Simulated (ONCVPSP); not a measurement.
# What the settings do to the ONCV potential of W (Z = 74)

Base potential:

```json
{
  "Element": "tungsten",
  "Generator": "ONCVPSP 4.0.1",
  "Type": "optimised norm-conserving Vanderbilt (ONCV)",
  "Functional": "LDA (Perdew-Wang 92)",
  "Relativity": "scalar-relativistic",
  "Frozen core": "[Kr] 4d10 4f14",
  "Valence charge": "14",
  "Reference configuration": "5s2 5p6 5d4.5 6s1.5",
  "Partial waves": "5s+6s: rc 1.95 bohr, ncon 3, nbas 7, qcut 5.2 1/bohr, 2 projectors; 5p: rc 1.30 bohr, ncon 3, nbas 6, qcut 7.6 1/bohr, 2 projectors, debl 3.9 Ha; 5d: rc 2.65 bohr, ncon 4, nbas 9, qcut 4.7 1/bohr, 2 projectors, debl 2.7 Ha",
  "Local potential": "polynomial inside 1.20 bohr (lpopt 5, dvloc0 1 Ha)",
  "Core correction": "none"
}
```

Cutoffs, loose and tight: the cutoffs (Ha) at which the residual kinetic energy of the hardest occupied pseudo-wave falls to 1 and 0.1 mHa per electron. They do not see the model core or the augmentation charge, which bear on the density cutoff. Test errors are all-electron minus pseudo excitation energies from the reference, over the configurations 5s2 5p6 5d4 6s2; 5s2 5p6 5d4 6s1; 5s2 5p6 5d4 6s0; 5s2 5p6 5d4 6s0 6p2. A dash means not determined; rows that change the core or the reference have their own tests.

```
      change    outcome  cutoff, loose  cutoff, tight  bound ghosts  GHOST(+) flags above zero  largest test error (meV)
        base  generated          26 Ha          62 Ha          none                          s                       -12
d: debl 0.25  generated          26 Ha          62 Ha          none                       s, d                      -9.7
```

(1) What comes out with this change to the base: s: rc 1.5?

(2) What comes out with this change to the base: all radii scaled by about 0.91 (s 1.78, p 1.18, d 2.42 bohr); local potential polynomial inside 1.10 bohr (lpopt 5, dvloc0 1 Ha)?

Answers

(1) outcome: generated; cutoff, loose: 31 Ha; cutoff, tight: 84 Ha; bound ghosts: none; GHOST(+) flags above zero: s; largest test error (meV): -11.

(2) outcome: generated; cutoff, loose: 30 Ha; cutoff, tight: 79 Ha; bound ghosts: none; GHOST(+) flags above zero: s, p; largest test error (meV): -8.4.
